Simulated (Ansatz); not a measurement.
Ligand exchange: SnBr2 + CH4 → Sn(CH3)Br + HBr

Species: SnBr2 `[Br][Sn][Br]`, singlet; CH4 (methane) `C`, singlet; Sn(CH3)Br, singlet; HBr (hydrogen bromide), singlet. The partners trade Br for CH3: Sn–Br and H–CH3 bonds give way to Sn–CH3 and H–Br.

Shapes, held fixed at every level: PBE0-D4/def2-TZVP. Programs: Ansatz 0.2.0. The zero-point and thermal change to 298 K, harmonic and unscaled (PBE0-D4/def2-TZVP), is -11.2 kJ/mol.

(1) Estimate ΔH(298 K) of this reaction.

Results:

(1) The highest level, CCSD(T)/def2-TZVPP, gives ΔH(298 K) = +157.9 kJ/mol; the levels span +157.9 to +180.1. The column of differences is taken from that level and isn't an error. No measured value is set beside it here. For atoms past krypton def2 sets carry core potentials with scalar relativity. Relativity is left out for Br. Outer-core shells of Br, Sn are correlated, in sets that cover them unevenly.

```tsv
level	kind	ΔH(298 K) (kJ/mol)	less CCSD(T)/def2-TZVPP
B3LYP-D4/def2-TZVPP	global hybrid	+177.9	+20.0
BHLYP-D4/def2-TZVPP	global hybrid	+180.1	+22.2
r2SCAN0-D4/def2-TZVPP	global hybrid	+175.2	+17.3
wB97M-V/def2-TZVPP	range-separated hybrid	+166.5	+8.6
CCSD(T)/def2-SVP	coupled cluster or CI	+166.0	+8.1
CCSD/def2-SVP	coupled cluster or CI	+165.8	+7.9
CCSD/def2-TZVPP	coupled cluster or CI	+158.2	+0.3
CCSD(T)/def2-TZVPP	coupled cluster or CI	+157.9	0.0
```
